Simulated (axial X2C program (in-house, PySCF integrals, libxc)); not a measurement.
Levels of BeIn by electron attachment to BeIn⁺ (EOM-EA-CCSD)

Calculated with an in-house all-electron X2C program for linear molecules (integrals from PySCF): two-component X2C with atomic mean-field Coulomb and Gaunt terms, Gaussian nuclei, basis In dyall-acv3z, Be dyall-acv3z with contracted cores.

R = 2.601 Å (near the PBE0 minimum at charge 0 of the determinant lowest at the starting distance; the state shown can have its own minimum elsewhere).

Hartree–Fock spinors of BeIn⁺ (one of each Kramers pair; a window near the gap, which can cut inner shells):

| ω | occupied | ε (eV) | character |
| --- | --- | --- | --- |
| 1/2 | yes | -17.78 | 51% In s, 24% Be s, 13% Be p |
| 1/2 | yes | -13.03 | 35% Be s, 29% In p, 20% In s |
| 1/2 | no | -4.91 | 50% In p, 38% Be p, 4% Be d |
| 3/2 | no | -4.76 | 53% In p, 38% Be p, 5% Be d |
| 1/2 | no | -4.71 | 46% Be p, 33% In p, 10% Be s |
| 1/2 | no | -2.66 | 38% Be p, 24% In d, 21% In p |
| 3/2 | no | -2.61 | 35% Be p, 25% In d, 23% In p |
| 1/2 | no | -2.15 | 38% Be s, 36% In s, 12% In d |

Levels of BeIn obtained by attaching an electron to BeIn⁺:

```csv
Ω,binding energy (eV),above lowest (cm⁻¹),attached spinor,one-particle weight
1/2,5.669,0,"51% In pπ, 31% Be pπ",0.94
3/2,5.537,1064,"53% In pπ, 38% Be pπ",0.94
1/2,5.390,2250,"45% Be pσ, 25% In pσ, 11% Be sσ",0.93
1/2,3.574,16899,"42% Be pπ, 21% In pπ, 20% In dπ",0.87
3/2,3.518,17345,"39% Be pπ, 23% In pπ, 20% In dπ",0.87
```

(1) Take the first Ω = 1/2 and Ω = 3/2 rows of π character: how far apart are they, and which lies lower?

This point took 12 s on 1 thread of AMD EPYC 9R45 96-Core Processor (Zen 5), on a shared host.

Reference electrons by ω block (each with its −ω partner): 1/2: 17, 3/2: 7, 5/2: 2. 14 electrons of BeIn⁺ correlated (inner shells frozen), 92 natural virtual spinors (a truncated set); levels can be off by some tenths of an eV. Roots sought by Ω: (1/2: 5, 3/2: 4, 5/2: 2, 7/2: 1); rows need 60 % one-particle weight and stop where some Ω has no more roots. Missing are any skipped roots, higher Ω and states of a further excitation; these come out far too high here and may in truth be low or lowest. T1 of the reference 0.013 (Lee–Taylor). The reference was not checked to be the lowest state of its species. Number of frozen shells: In 4 s, 3 p, 1 d; Be 1 s.

## Answers

(1) E(3/2) − E(1/2) = 1064 − 0 = 1064 cm⁻¹ at EOM-EA-CCSD: regular, Ω = 1/2 lower. Splittings at this level can be off by ten to twenty per cent.
